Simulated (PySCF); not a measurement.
C₂H₆BFO, SMILES C(C)OBF. Atoms are numbered in the order given.

```xyz
11

B     -1.0400     0.9618    -0.1475
H     -2.1642     1.3198    -0.3803
F     -0.0155     1.7626    -0.4574
O     -0.8253    -0.2323     0.4218
C      0.4820    -0.7345     0.7127
C      1.0280    -1.5377    -0.4552
H      1.1593     0.0981     0.9633
H      0.3771    -1.3691     1.6061
H      1.1750    -0.8957    -1.3378
H      1.9996    -1.9843    -0.1910
H      0.3349    -2.3489    -0.7262
```
Charge 0, spin multiplicity 1.

Geometry optimised at B3LYP-D3(BJ)/def2-SVP. This is a generated structure with no PubChem entry under its InChIKey; it may be hypothetical. The values are those of a single conformer.

Level of theory: HF/pcSseg-1 in PySCF.

GIAO shieldings, no solvent; atoms listed in one row are averaged. δ = σ(ref) − σ: ¹¹B against BF3 (σ = 102.7 ppm); ¹H against TMS (σ = 31.99 ppm); ¹⁹F against CFCl3 (σ = 238.5 ppm); ¹⁷O against H2O (σ = 333.0 ppm); ¹³C against TMS (σ = 192.6 ppm), references at their B3LYP-D3(BJ)/def2-TZVP geometries, non-relativistic.

Computed chemical shifts:
```tsv
nucleus	atoms	count	δ (ppm)
¹¹B	B1	1	13.3
¹H	H7	1	4.28
¹H	H2	1	4.22
¹H	H8	1	3.85
¹H	H9, H10, H11	3	1.65
¹⁹F	F3	1	-67.3
¹⁷O	O4	1	116.3
¹³C	C5	1	57.6
¹³C	C6	1	21.8
```
